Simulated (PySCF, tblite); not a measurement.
C6H14N2Si2.
SMILES: `C#CCN[Si@@]1(C)CC[SiH2]N1`

Jobs on this species (24 atoms, 92 electrons) with PySCF (density fitting) and tblite. Hardware of each: one thread, Arm Neoverse V2 (aarch64), on a shared host. Other jobs ran on the host; a repeat could differ by tens of per cent or more.

```tsv
level and settings	work	basis functions	SCF cycles	wall time
wB97X-D/pcSseg-1	shieldings, ring-centre shieldings	254	?	?
wB97X-D/def2-SVPD	10 singlets by full TDDFT, 4 Tamm–Dancoff triplets, polarisability, ΔSCF ions	320	?	?
PBE0/pcSseg-1	shieldings, ring-centre shieldings, charges and field gradients	254	15	62 s
GFN2-xTB	Hessian by finite differences	–	–	1.3 s
GFN2-xTB	L-BFGS relaxation	–	–	2.6 s
PBE0/pcSseg-1, IEF-PCM water	shieldings, ring-centre shieldings	254	14	65 s
PBE0/pcSseg-1, IEF-PCM acetonitrile	shieldings, ring-centre shieldings, charges and field gradients	254	14	67 s
PBE0-D3(BJ)/def2-SVP, grid level 1	geometry optimisation from a GFN2-xTB start shaken at random	218	67	4.5 min
```

Question: Fill in the missing figures.

Answer: 
- wB97X-D/pcSseg-1; shieldings, ring-centre shieldings: 99 s, 14 SCF cycles
- wB97X-D/def2-SVPD; 10 singlets by full TDDFT, 4 Tamm–Dancoff triplets, polarisability, ΔSCF ions: 11 min, 14 SCF cycles

Question: What do all jobs in the table cost together?

Answer: About 20 min; the longest takes about 54 % of that, and about 510 times as long as the shortest.
